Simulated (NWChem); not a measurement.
# CH3BeClO; SMILES [Cl][Be][O]C

```xyz
7

Be     0.0048    -0.1614     0.0001
Cl    -0.0015    -1.9845    -0.0001
O      0.0108     1.2192     0.0005
C     -0.0072     2.6079    -0.0003
H      0.7621     3.0039     0.6750
H      0.1859     2.9959    -1.0087
H     -0.9841     2.9816     0.3323
```
Atoms are numbered in this order, from 1.

All runs: NWChem. Pople sets run with spherical d functions. The geometry was optimised at B3LYP/6-31G* (spherical d). Total energies compare along this basis series because the functional is fixed.

```
level            basis functions  energy (Ha)  highest occupied level (eV)  orbital gap (eV)  dipole (D)  relative time
---------------  ---------------  -----------  ---------------------------  ----------------  ----------  -------------
TPSS/STO-3G                   27    -583.5735                        -4.89              7.95        3.92              1
TPSS/3-21G                    46    -587.3270                        -6.99              7.00        3.75              1
TPSS/6-31G*                   66    -590.2227                        -7.01              7.20        2.94              3
TPSS/6-31+G*                  82    -590.2302                        -7.18              6.37        2.78              4
TPSS/6-311G**                 98    -590.2940                        -7.15              6.79        2.86              5
TPSS/6-311++G**              117    -590.2965                        -7.19              6.37        2.67              9
```

Times are rough ratios from one shared machine.
